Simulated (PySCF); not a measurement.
Species: C6H8NO (doublet state).
Cartesian coordinates in Å at the GFN2-xTB level; atoms count from 1:
```xyz
16
C6H8NO angstrom
C      2.4419    0.3763    0.3407
C      1.3869   -0.6565   -0.0070
O      1.6818   -1.8270   -0.2468
C      0.0347   -0.1985   -0.0418
C     -0.5033    1.0723    0.1942
C     -1.8676    1.0125    0.0375
N     -2.2506   -0.2436   -0.2915
C     -1.1098   -1.1154   -0.3732
H      2.2497    0.7895    1.3283
H      2.4252    1.1870   -0.3842
H      3.4214   -0.0932    0.3325
H      0.0480    1.9539    0.4549
H     -2.5898    1.8003    0.1420
H     -3.1940   -0.5412   -0.4594
H     -1.0015   -1.5562   -1.3732
H     -1.1806   -1.9513    0.3356
```

The hyperfine couplings belong to this conformer and change with its torsions.

Identity: `CC(=O)[C]1C=CNC1` [radical].

Theory: UKS B3LYP, pcH-1 on C H N O, non-relativistic, mean-field spin-orbit, GIAO (PySCF). Isolated species at its GFN2-xTB geometry (one conformer only). A GFN2-xTB geometry isn't a minimum of the functional, and hyperfine couplings can be far from their values at a DFT geometry. The SCF solution wasn't tested for stability.

Largest spin populations (Mulliken): C4 (+0.41), C6 (+0.29), O3 (+0.18) and N7 (+0.17). Four atoms exceed +0.15.

Question: Find Q in a(H) = Q·ρ(C) for the protons on the planar carbons that carry spin.

Answer: 
```csv
H,C,ρ(C),a(H) (G),a/ρ (G)
H13,C6,+0.292,-7.71,-26.4
```

One proton gives one ratio, Q = -26.4 G, and no test of linearity. In McConnell's picture π spin on carbon polarises the C–H bond and leaves opposite spin at the proton, which makes Q negative, as found here.

Couplings in gauss use g_iso = 2.0038.
